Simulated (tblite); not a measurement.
C4H3BrF2.
Z-matrix (Å and degrees, GFN2-xTB geometry), rows numbered from 1:
```
C 
C   1  1.3287
F   2  1.3452  1  120.02
C   2  1.4545  1  125.17  3  -179.91
F   4  1.3530  2  112.77  1     0.01
C   4  1.3364  2  131.15  1   179.93
Br  6  1.8667  4  125.97  2     0.17
H   1  1.0741  2  120.58  3     0.04
H   1  1.0732  2  120.82  3  -179.97
H   6  1.0794  4  119.62  2  -179.86
```

Method: GFN2-xTB as coded in tblite; computed harmonic values from a numerical Hessian at the method's own geometry, unscaled. The method is semi-empirical: single wavenumbers can be off by several per cent or more. One conformer, not necessarily the lowest.

Harmonic wavenumbers (cm⁻¹): 42.8, 124.8, 213.4, 250.1, 318.1, 325.4, 418.0, 507.4, 612.8, 700.9, 702.0, 779.3, 841.6, 875.6, 936.0, 1103.3, 1181.4, 1309.7, 1362.0, 1623.9, 1658.1, 3085.1, 3141.2, 3184.4.

A = 3418, B = 1026, C = 788.9 MHz; mass 167.939 u (most abundant isotopes); point group Cs, symmetry number 1.

Problem. Zero-point energy?

Solution. ½Σν̃ = 12649 cm⁻¹ = 36.16 kcal/mol.

Problem. What is S at 350 K and 1 bar for an ideal gas of classical rigid rotors and harmonic oscillators?

Solution. Translation 42.09, rotation 29.62, vibration 21.21: S = 92.9 cal/(mol K).

Problem. And Cp and H(350 K) − H(0)?

Solution. Cp = 29.87 cal/(mol K), of which vibrations give 21.92 (their classical limit is 24 R = 47.7); H(350 K) − H(0) = 6.71 kcal/mol without the zero-point energy, 3.93 from vibrations.

Problem. What must be added to the electronic energy to get the Gibbs energy at 350 K and 1 bar?

Solution. ZPE + [H(350 K) − H(0)] − T·S = 36.16 + 6.71 − 32.52 = 10.35 kcal/mol.

Problem. How do the functions run with temperature in this model?

Solution. 
```tsv
T (K)	S (cal/(mol K))	Cp (cal/(mol K))	H − H(0) (kcal/mol)	G − H(0) (kcal/mol)	ln q(vib)
50	58.2	10.7	0.46	-2.45	0.38
100	66.7	14.2	1.08	-5.59	1.06
298.15	88.3	27.1	5.24	-21.11	4.18
373.15	94.9	31.0	7.42	-27.98	5.39
500	104.7	36.1	11.69	-40.65	7.40
750	120.6	42.4	21.58	-68.90	11.09
1000	133.4	46.2	32.68	-100.70	14.39
```

q(vib) and H(0) count from the zero-point level.

Problem. Blend soft modes into free rotors: weight 1/[1 + (100 cm⁻¹/ν̃)⁴] for the oscillator and the rest for a rotor with moment μB/(μ + B), μ = h/(8π²ν), B = 10⁻⁴⁴ kg m². What vibrational entropy results?

Solution. 19.52 cal/(mol K) in place of 21.21, which changes −T·S at 350 K by +0.59 kcal/mol.

Hindered rotation and anharmonicity are outside this model. Other conformers, if any are populated, would add a mixing term that is left out.

On an Intel Xeon Platinum 8259CL at 2.50 GHz with one thread, no GPU, on a shared host, this took 0.41 s. This covers the Hessian and the dipole derivatives.
